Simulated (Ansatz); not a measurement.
An input meant for (HMg-mu-Cl)2 (Mg2H2Cl2) (charge 0, singlet; with a point charge).

```yaml
crystal:
  periodic: [false, false, false]
  atoms:
    - {symbol: Mg, position_ang: [-0.993558, -0.031656, 1.364324]}
    - {symbol: H, position_ang: [-1.982963, -0.060304, 2.730166]}
    - {symbol: Cl, position_ang: [0.797881, -1.408413, 0.548390]}
    - {symbol: Mg, position_ang: [0.992958, 0.031117, -1.364766]}
    - {symbol: H, position_ang: [1.988670, 0.065264, -2.725891]}
    - {symbol: Cl, position_ang: [-0.802988, 1.403992, -0.552202]}
basis:
  gaussian: {orbitals: cc-pVDZ, fitting: {mean_field: cc-pVTZ-jkfit}, point_charges: [{charge: 2.00, position_ang: [6.306, -0.462, -0.949]}]}
hamiltonian: {xc: {name: B3LYP-D3}}
scf: {lower_state_search: off}
```

```sh
$ ansatz run in.yaml --threads 2 --pin off --events-out ev --progress --plain --max-ram 4352MiB
```

It prints (some lines left out):

```
Error: YAML parse error: error: line 12 column 19: hamiltonian.xc: no functional is named "B3LYP-D3"; the names, which are not case-sensitive, are SVWN5, SPW92, PBE, PBE0, PBEsol, revPBE, revPBE0, RPBE, rPW86-PBE, HSE06, wPBEh, LC-wPBE, HISS, HF, BLYP, B3LYP, B3LYP5, BHLYP, CAM-B3LYP, r2SCAN, r2SCANh, r2SCAN0, r2SCAN50, m-r2SCAN, B97, wB97, wB97X, wB97X-V, B97M-V, wB97M-V, B2PLYP, B2GP-PLYP, PBE0-DH, PBE-QIDH
10 | basis:
11 |   gaussian: {orbitals: cc-pVDZ, fitting: {mean_field: cc-pVTZ-jkfit}, point_charges…
12 | hamiltonian: {xc: {name: B3LYP-D3}}
13 | scf: {lower_state_search: off}
```

Q: What is wrong with this run?

A: The method's name isn't one that the program takes here. The program refused the input.
